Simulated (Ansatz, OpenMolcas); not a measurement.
## C2H3Cl2Si (SMILES [H]/[C]=C/[SiH](Cl)Cl): the energy, rung by rung

C2H3Cl2Si: 8 atoms, total charge 0, spin state doublet. SMILES: `[H]/[C]=C/[SiH](Cl)Cl`. Geometry: relaxed at PBE0-D4/def2-TZVP. This is one conformer, not always the lowest.

```xyz
8

C    -0.4672    1.5498    0.6593
C    -0.1936    0.2791    0.7379
Si    0.3016   -0.6358   -0.7911
Cl   -1.0131   -2.1666   -1.1309
Cl    2.1641   -1.4435   -0.5346
H    -0.7725    2.3764    1.2856
H    -0.2496   -0.2621    1.6890
H     0.3225    0.2456   -1.9711
```

Quantity: the energy change with the Si3–H8 bond stretched from 1.473 to 1.694 Å, in eV. The values are calculated.

```tsv
level	kind	program	value (eV)	less CCSD(T)/def2-SVP
USVWN5/def2-SVP	LDA	OpenMolcas	0.26	-0.09
U-revPBE/def2-SVP	GGA	OpenMolcas	0.26	-0.09
UTPSS/def2-SVP	meta-GGA	OpenMolcas	0.32	-0.03
UB3LYP/def2-SVP	global hybrid	Ansatz	0.32	-0.03
UBHLYP/def2-SVP	global hybrid	Ansatz	0.38	+0.03
UPBE0/def2-SVP	global hybrid	OpenMolcas	0.32	-0.03
U-wB97X/def2-SVP	range-separated hybrid	Ansatz	0.34	-0.01
UB2PLYP/def2-SVP	double hybrid	Ansatz	0.35	0.00
RPA@PBE/def2-SVP	RPA	Ansatz	0.34	-0.01
UCCSD(T)/def2-SVP	coupled cluster or CI	Ansatz	0.35	0.00
```

UCCSD(T)/def2-SVP is the highest level here, not the true value. The first shape isn't each level's own minimum. The values span 0.26 to 0.38 eV. Spin contamination of the reference (⟨S²⟩ at least 0.1 too high) touches UCCSD(T)/def2-SVP.
